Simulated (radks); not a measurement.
Valence configurations of Tl II. Calculated with a radial shooting solver on a logarithmic mesh with Libxc functionals: scalar-relativistic Kohn-Sham, r2SCAN, spin-polarised, spherical densities, finite nucleus; open shells are filled with parallel spins first (spin-orbit coupling, left out, can overturn this in heavy ions); meta-GGA in the generalised Kohn-Sham scheme; Fermi nuclear charge, rms radius 5.4759 fm. Energies are relative to [Hg]; eigenvalues in eV for spin up.

valence                 E (eV)  moment (Bohr magnetons)    e(4f)    e(5d)    e(6p)    e(6s)
[Hg]                     0.000                        0  -122.64  -23.296        -  -16.537
[Xe] 4f14 5d10 6s1 6p1   7.479                        2  -124.42  -25.190   -9.823  -18.766
[Xe] 4f14 5d9 6s2 6p1   16.273                        2  -128.86  -28.403  -10.231  -19.661
[Xe] 4f14 5d10 6p2      16.316                        2  -126.26  -26.780  -10.703        -
[Xe] 4f14 5d8 6s1 6p3   40.930                        6  -136.32  -34.719  -13.259  -23.907
[Xe] 4f14 5d6 6p6       103.92                        4  -150.74  -45.799  -15.512        -
[Xe] 4f13 5d10 6s2 6p1  122.57                        2  -142.47  -29.717  -10.267  -19.741
[Xe] 4f12 5d10 6s2 6p2  261.21                        4  -162.90  -36.257  -12.263  -22.682
[Xe] 4f12 5d10 6p4      282.57                        4  -166.37  -39.432  -13.772        -
[Xe] 4f12 5d8 6p6       341.10                        4  -179.32  -49.360  -15.696        -

NIST lists [Hg] as the ground configuration; this level of theory agrees among the configurations tried. The energies are those of spherical high-spin densities, not of single terms.
